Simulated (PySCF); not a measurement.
## Level sweep

Compound: ethylbenzene, C8H10.
Cartesian coordinates in Å at the PBE0-D3(BJ)/def2-SVP level; atoms count from 1:
```xyz
18
C8H10 angstrom
C     -2.524   -0.494   -0.693
C     -1.762    0.106    0.485
C     -0.273    0.122    0.264
C      0.520   -0.972    0.630
C      1.891   -0.981    0.382
C      2.496    0.109   -0.241
C      1.720    1.207   -0.612
C      0.349    1.209   -0.361
H     -3.610   -0.495   -0.509
H     -2.336    0.076   -1.616
H     -2.209   -1.532   -0.879
H     -1.989   -0.465    1.400
H     -2.115    1.135    0.667
H      0.053   -1.830    1.124
H      2.492   -1.844    0.680
H      3.571    0.106   -0.435
H      2.185    2.068   -1.097
H     -0.254    2.075   -0.651
```

PySCF, dipoles from the SCF density, polarisabilities from static response with core orbitals frozen. One conformer (not necessarily the lowest) at the PBE0-D3(BJ)/def2-SVP geometry, without solvent, vibrations or thermal averaging.

How do dipole and polarisability depend on functional and basis here?

```json
{"level": "LDA/def2-SVPD", "μ (D)": "0.427", "α (Å³)": "14.32", "anisotropy (Å³)": "7.23"}
{"level": "PBE/def2-SVPD", "μ (D)": "0.398", "α (Å³)": "14.16", "anisotropy (Å³)": "7.23"}
{"level": "B3LYP/def2-SVPD", "μ (D)": "0.380", "α (Å³)": "13.92", "anisotropy (Å³)": "6.98"}
{"level": "PBE0/def2-SVPD", "μ (D)": "0.394", "α (Å³)": "13.78", "anisotropy (Å³)": "6.90"}
{"level": "BHandHLYP/def2-SVPD", "μ (D)": "0.376", "α (Å³)": "13.58", "anisotropy (Å³)": "6.69"}
{"level": "CAM-B3LYP/def2-SVPD", "μ (D)": "0.379", "α (Å³)": "13.73", "anisotropy (Å³)": "6.77"}
{"level": "wB97X-D/def2-SVPD", "μ (D)": "0.400", "α (Å³)": "13.75", "anisotropy (Å³)": "6.68"}
{"level": "LC-wPBE/def2-SVPD", "μ (D)": "0.388", "α (Å³)": "13.38", "anisotropy (Å³)": "6.53"}
{"level": "HF/def2-SVPD", "μ (D)": "0.380", "α (Å³)": "13.31", "anisotropy (Å³)": "6.33"}
{"level": "PBE0/6-31G*", "μ (D)": "0.296", "α (Å³)": "11.55", "anisotropy (Å³)": "8.31"}
{"level": "PBE0/def2-SVP", "μ (D)": "0.371", "α (Å³)": "12.17", "anisotropy (Å³)": "7.60"}
{"level": "PBE0/6-31+G*", "μ (D)": "0.381", "α (Å³)": "13.32", "anisotropy (Å³)": "6.90"}
{"level": "PBE0/aug-cc-pVDZ", "μ (D)": "0.417", "α (Å³)": "14.17", "anisotropy (Å³)": "6.93"}
```

The anisotropy is √(½[(α1 − α2)² + (α2 − α3)² + (α3 − α1)²]). The dipole runs from 0.30 D (PBE0/6-31G*) to 0.43 D (LDA/def2-SVPD). No reference polarisability is at hand; against PBE0 in the largest diffuse basis at hand (aug-cc-pVDZ) the other PBE0 rows deviate by 6-31G* -19%, def2-SVP -14%, 6-31+G* -6%, def2-SVPD -3%. In one basis (def2-SVPD) the functionals order the polarisability from HF (lowest) to LDA (highest), a spread of 8%. With PBE0 the polarisability is 11.86 Å³ without diffuse functions (mean of 6-31G* and def2-SVP) and 13.76 Å³ with them (mean of 6-31+G*, def2-SVPD and aug-cc-pVDZ).
